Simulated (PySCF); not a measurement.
Calculation: PBE-D3(BJ)/def2-TZVP // B3LYP-D3(BJ)/def2-SVP (PySCF). Isolated molecules, 0 K electronic values unless said otherwise. One relaxed conformer stands for a flexible species; it need not be the lowest. Delta-SCF ions had no search for a lower state. 

Reference species (SMILES): `C=C(OC)c1ccccc1` (C–C–O–C torsion 2°, O–C–C–C torsion 19°) (neutral, multiplicity 1).

- LUMO: -1.70 eV
- HOMO–LUMO gap: 3.61 eV
- vertical ionisation energy (Delta-SCF): 7.82 eV

Changed species: `C=Cc1ccc(OC)cc1` (C–C–C–C torsion -1°, C–C–O–C torsion -180°).

Task: What does the change do to the LUMO, HOMO–LUMO gap and vertical ionisation energy (Delta-SCF)?

Result: the LUMO increases by 0.02 eV, to -1.68 eV; the HOMO–LUMO gap falls by 0.20 eV, to 3.41 eV; the vertical ionisation energy (Delta-SCF) drops by 0.34 eV, to 7.48 eV.
